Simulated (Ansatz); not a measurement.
Cs8F8 (relaxed from a model of 2x2x4 CsF rock-salt block, whose bonding it doesn't keep). Total charge 0; triplet. Geometry r2SCAN-D4/def2-SVP, that of the neutral singlet; atoms count from 1.

```xyz
16

Cs   -4.759    0.293   -0.254
F    -2.077    0.478   -1.077
Cs    0.492    0.843   -2.387
F     3.228    0.966   -3.046
F    -3.953   -2.041    0.919
Cs   -1.384   -2.164   -0.230
F     1.310   -1.615   -1.175
Cs    3.900   -1.565   -2.266
F    -3.813    1.268    2.117
Cs   -1.212    1.906    1.245
F     1.457    1.890    0.094
Cs    4.064    2.358   -0.847
Cs   -3.206   -1.085    3.368
F    -0.690   -0.753    2.159
Cs    2.104   -0.585    1.372
F     4.539   -0.194    0.010
```

In the def2 sets Cs takes a core potential; there is no spin–orbit coupling. At PBE0-D4/def2-SVP a singlet of charge 0 lies 5.72 eV below the triplet at the same geometry.

Problem. Estimate the Mulliken populations from the PBE0/def2-SVP orbitals of Ansatz.

Solution. 
```
atom  charge (e)  spin (α − β)
 Cs1        0.46          0.20
  F2       -0.51          0.09
 Cs3        0.54          0.06
  F4       -0.49          0.15
  F5       -0.49          0.15
 Cs6        0.54          0.06
  F7       -0.51          0.09
 Cs8        0.46          0.20
  F9       -0.49          0.15
Cs10        0.54          0.06
 F11       -0.51          0.09
Cs12        0.46          0.20
Cs13        0.46          0.20
 F14       -0.51          0.09
Cs15        0.54          0.06
 F16       -0.49          0.15
```
Mulliken values depend strongly on the basis.

Problem. Where does the spin sit?

Solution. Summed by element: Cs 1.03, F 0.97, of 2 unpaired in all. Largest on single atoms: Cs12 0.20, Cs8 0.20, Cs13 0.20.
